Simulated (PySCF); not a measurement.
**Dipole response of Kr (krypton, neutral)**

[Kr], closed-shell 1S. All numbers are calculated (PySCF 2.14, a scalar-relativistic core potential, in aug-cc-pVDZ-PP with ECP10MDF (5s4p3d, 32 functions)). Coupled (time-dependent) response in atomic units; α is the mean over directions. A double-zeta set is small for polarisabilities.

```
 method  mean α (bohr³)  C₆ (like pair)  S(−4)
    UHF           15.13           115.7  40.00
    PBE           16.40           127.4  52.75
   PBE0           15.91           122.9  47.21
r2SCAN0           15.60           122.1  42.56
  B3LYP           16.00           123.2  49.45
```

S(−4) is the Cauchy moment in α(ω) = α(0) + S(−4) ω² + …

Reference α: 16.78 ± 0.02 bohr³ (recommended; Schwerdtfeger and Nagle, table of static dipole polarizabilities (2023 update)). Published C₆: 130.0 (Chu and Dalgarno (2004); Tang, Norbeck and Certain (1976)).

α(iu) at r2SCAN0:

| u (hartree) | α(iu) (bohr³) |
| --- | --- |
| 0 | 15.60 |
| 0.0500 | 15.50 |
| 0.100 | 15.19 |
| 0.200 | 14.12 |
| 0.300 | 12.72 |
| 0.500 | 9.846 |
| 0.750 | 6.985 |
| 1.00 | 5.026 |
| 1.50 | 2.833 |
| 2.00 | 1.774 |
| 3.00 | 0.8658 |
| 5.00 | 0.3316 |

A single London oscillator, α(iu) = α/(1 + u²/ω²), gives C₆ = (3/4) ω α². Matching the computed C₆ needs ω = 4 × 122.1 / (3 × 15.60²) = 0.669 hartree.

Energies and moments cover only the electrons outside the core potential.
